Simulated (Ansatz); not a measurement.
Stretching the Ga1–H2 bond in GaH (multiplicity 1 held). Energies count from the point at 1.689 Å.


R- and RO- levels are restricted; in cc, def2 and unpolarised 6-31G sets they are followed outwards from rest. Active spaces are followed from rest. Full CI gives the lowest state of the spin. Curves can end on different states.

Correlated levels freeze the cores. Filled d and f shells under p-block atoms count as core.

Codes used: Ansatz (Gaussian orbitals). Values without a source in brackets are computed.

Energies in kcal/mol.

```tsv
R (Å)	R-PBE/cc-pVTZ	R-wB97X-V/cc-pVTZ	R-CCSDT(Q)/cc-pVTZ	SC-NEVPT2 on CASSCF(4,5)/cc-pVTZ	FCI/cc-pVTZ
1.351	19.8	18.2	20.2	20.4	20.2
1.520	4.0	3.0	3.9	4.0	3.9
1.689	0.0	0.0	0.0	0.0	0.0
1.858	2.1	3.1	2.5	2.3	2.5
2.027	7.1	9.3	8.1	7.6	8.0
2.280	16.9	20.9	18.6	17.7	18.6
2.534	27.2	33.1	29.4	28.1	29.4
2.956	42.8	52.1	45.0	43.0	45.0
3.378	55.3	68.2	55.9	53.5	56.0
3.885	66.1	84.0	63.0	60.3	63.2
4.560	75.3	99.9	66.2	63.5	66.7
5.405	81.5	113.8	66.8	64.3	67.6
6.756	85.5	126.2	66.9	64.4	67.7
```

Doubts at one or more of the structures used: a restricted determinant that unrestricted orbitals would lower (R-PBE/cc-pVTZ, R-wB97X-V/cc-pVTZ, R-CCSDT(Q)/cc-pVTZ); T1 above 0.05 (R-CCSDT(Q)/cc-pVTZ); other coupled-cluster roots lie near (R-CCSDT(Q)/cc-pVTZ).

Ansatz is a program for electronic structure.
